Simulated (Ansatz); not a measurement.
Calculated with Ansatz (gas phase, PBE0-D4/def2-TZVP geometries, no zero-point term in ΔE). CCSD(T)/CBS adds triple-zeta CCSD(T) − MP2 to the extrapolated MP2 energy (def2 sets, frozen cores). This one scheme is used for every species. DFT in def2-TZVPP. B3LYP here is the variant with VWN-RPA as its local correlation; programs differ in this. def2 core potentials past Kr. For Te outer-core shells are correlated without core-valence functions, which leaves a few kJ/mol of doubt a bond. One conformer a species, not always the lowest.

Reaction (hydrogenolysis of the Si–C bond): `C[SiH2][SiH2][TeH]` + H₂ → `[SiH3][SiH2][TeH]` + CH₄

`C[SiH2][SiH2][TeH]`:

```xyz
12

C    -0.222    1.463    1.110
Si   -0.449   -0.383    0.891
Si    0.921   -1.172   -0.831
Te    0.363    0.081   -2.929
H     0.800    1.694    1.415
H    -0.903    1.848    1.873
H    -0.422    1.984    0.171
H    -1.855   -0.702    0.513
H    -0.141   -1.110    2.156
H     2.355   -0.845   -0.599
H     0.807   -2.641   -1.038
H    -1.256   -0.216   -2.731
```

H₂:

```xyz
2

H    -0.002   -0.316    0.198
H     0.002    0.316   -0.198
```

`[SiH3][SiH2][TeH]`:

```xyz
9

Si    0.122   -0.156    1.605
Si    0.067    0.530   -0.628
Te   -0.562   -1.481   -1.974
H     0.488    0.989    2.482
H     1.128   -1.238    1.774
H    -1.213   -0.669    2.008
H    -0.934    1.614   -0.819
H     1.397    1.042   -1.053
H    -0.493   -0.630   -3.396
```

CH₄:

Z-matrix (Å, degrees):
```
C
H 1 1.090
H 1 1.090 2 109.5
H 1 1.090 2 109.5 3 -120.0
H 1 1.090 2 109.5 3 120.0
```

```csv
level,ΔE (kJ/mol),difference from CCSD(T)/CBS
r2SCAN-D4,-23.0,0.4
PBE0-D4,-24.0,-0.6
ωB97X-V,-26.7,-3.3
B2PLYP,-31.5,-8.1
B3LYP,-37.3,-13.9
r2SCAN0,-27.4,-4.0
BHLYP,-39.4,-16.0
MP2/def2-SVP,-31.6,-8.2
CCSD/def2-SVP,-40.9,-17.5
HF/CBS(def2),-49.2,-25.8
CCSD(T)/CBS,-23.4,0
```

Problem. What do rigid-rotor, harmonic-oscillator terms from PBE0-D4/def2-TZVP frequencies (298.15 K, 1 bar) make of the CCSD(T)/CBS value? (Best estimate.)

Solution. The calculation gave: ΔZPE = +13.6 kJ/mol, ΔH = -12.3 kJ/mol, ΔS = 26 J/(mol·K), ΔG = -20.1 kJ/mol. Modes under 50 cm⁻¹ make the entropy rough.

Largest T1 diagnostic among the species: 0.012.

The D4 term adds +10.7 kJ/mol with B3LYP and +6.1 kJ/mol with PBE0; it sums over pairs of atoms, weighted by their polarisabilities, and B3LYP, whose exchange is more repulsive, gets the larger term. In def2-TZVPP, CCSD(T) changes the Hartree–Fock value by +22.8 kJ/mol (the triples alone add +4.4 kJ/mol) and MP2 by +28.9 kJ/mol. At CCSD(T), def2-SVP lies −14.3 kJ/mol from the extrapolated value and def2-TZVPP −3.0 kJ/mol.

CCSD(T)/CBS has its own doubt, a few kJ/mol and more with outer-core shells, so smaller differences from it don't rank the levels.
